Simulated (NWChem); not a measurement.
Species: C$_{4}$H$_{6}$S; SMILES C1SCCC=1

Computed with NWChem. Pople sets run with spherical d functions. All runs use the structure optimised with B3LYP/6-31G* (spherical d). Level: B3LYP/6-31G* with SMD, gas-phase geometry; reactions with the solvents are ignored. One conformer.

| SMD term (kcal/mol) | water | toluene |
|---|---|---|
| distortion of the solute's density | 0.60 | 0.17 |
| polarisation | -4.32 | -2.22 |
| cavity, dispersion and structure | 2.31 | -2.74 |

Question: Sum the solvation free energies, find the transfer free energy from water to toluene and the partition coefficient at 298.15 K.

Answer: 
1. ΔG(solv, water) = -1.41 kcal/mol and ΔG(solv, toluene) = -4.79 kcal/mol (1 M gas to 1 M solution).
2. Transfer: -4.79 − (-1.41) = -3.38 kcal/mol.
3. log₁₀ K(toluene/water) = −ΔG/(RT ln 10) = 3.38/1.364 = 2.5, so the model puts more of the solute in toluene.
4. Of the transfer energy, 1.67 kcal/mol is electrostatic and -5.05 comes from the non-electrostatic term. The two phases are taken as the pure solvents.
